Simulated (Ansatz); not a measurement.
Cost and result for the atomization energy of `S[CH]1[CH2][GeH2]1` (10 atoms, 10 bonds).

| atom | x (Å) | y (Å) | z (Å) |
| --- | --- | --- | --- |
| S1 | 0.1612 | -0.4925 | 2.0736 |
| C2 | 0.5043 | 0.2506 | 0.4902 |
| C3 | -0.6913 | 0.9564 | -0.1489 |
| Ge4 | -0.0919 | -0.5748 | -1.1767 |
| H5 | 0.9707 | -1.5587 | 1.9714 |
| H6 | 1.4330 | 0.8121 | 0.4546 |
| H7 | -0.5144 | 1.9531 | -0.5378 |
| H8 | -1.6393 | 0.8552 | 0.3682 |
| H9 | -0.8733 | -1.8741 | -1.0667 |
| H10 | 0.7412 | -0.3273 | -2.4278 |

The species carries charge 0 and has multiplicity 1. Correlated methods include outer-core shells of Ge, which these sets cover unevenly. Scalar relativity is left out up to krypton. The structure was optimised at the PBE0-D4/def2-TZVP level. It is one conformer, not always the lowest. Program: Ansatz. All runs use 4 threads of an Arm Neoverse V1 on a shared host. Times are those of one run each, without the atoms' runs, and a repeat can differ threefold. Electronic energies, without spin–orbit coupling; frozen cores. CCSD(T)/CBS adds CCSD(T) − MP2 in def2-TZVPP to the MP2 limit, and its time is that of the two runs behind it. T1 = 0.011. With those shells the extrapolation isn't a true limit. B3LYP takes the VWN-RPA correlation (the form of Gaussian; ORCA's B3LYP/G).

CCSD(T)/CBS is a level of theory with its own doubt, some kJ/mol a heavy atom from the limit and from the frozen cores, so smaller differences don't rank the functionals.

| level | functions | wall time |
| --- | --- | --- |
| PBE-D4/def2-TZVPP (with forces) | 236 | 2.7 s |
| PBE0-D4/def2-TZVPP | 236 | 3.4 s |
| B3LYP-D4/def2-TZVPP (with forces) | 236 | 5 s |
| r2SCAN-D4/def2-TZVPP (with forces) | 236 | 5.5 s |
| B2PLYP/def2-TZVPP | 236 | 6.5 s |
| ωB97X-V/def2-TZVPP | 236 | 9 s |
| ωB97M-V/def2-TZVPP (with forces) | 236 | 13 s |
| MP2/def2-QZVPP | 453 | 26 s |
| CCSD(T)/def2-TZVPP | 236 | 2.5 min |
| CCSD(T)/CBS(def2) | – | 2.9 min |

**Question.** What atomization energy does each give, and how far from CCSD(T)/CBS? (Estimate.)

**Answer.** The calculation gave: 
```
                             level  atomization (kcal/mol)  difference from CCSD(T)/CBS  per bond
   PBE-D4/def2-TZVPP (with forces)                   806.0                         11.4       1.1
                PBE0-D4/def2-TZVPP                   795.1                          0.5       0.0
 B3LYP-D4/def2-TZVPP (with forces)                   787.0                         -7.6      -0.8
r2SCAN-D4/def2-TZVPP (with forces)                   795.7                          1.1       0.1
                 B2PLYP/def2-TZVPP                   779.7                        -14.9      -1.5
                ωB97X-V/def2-TZVPP                   795.8                          1.2       0.1
  ωB97M-V/def2-TZVPP (with forces)                   792.3                         -2.3      -0.2
                    MP2/def2-QZVPP                   794.0                         -0.6      -0.1
                CCSD(T)/def2-TZVPP                   774.7                        -19.9      -2.0
                 CCSD(T)/CBS(def2)                   794.6                          0.0       0.0
```

From PBE to PBE0 (25 % exact exchange), in def2-TZVPP and without D4, the atomization energy moves by −10.1 kcal/mol: exact exchange takes away binding that semilocal exchange gives to molecules. The D4 term adds +8.7 kcal/mol with B3LYP and +4.5 kcal/mol with PBE0; it sums over pairs of atoms, weighted by their polarisabilities, and B3LYP, whose exchange is more repulsive, gets the larger term. In def2-TZVPP, CCSD(T) changes the Hartree–Fock value by +213.1 kcal/mol (the triples alone add +13.4 kcal/mol) and MP2 by +220.9 kcal/mol; breaking electron pairs costs correlation energy, which Hartree–Fock lacks.
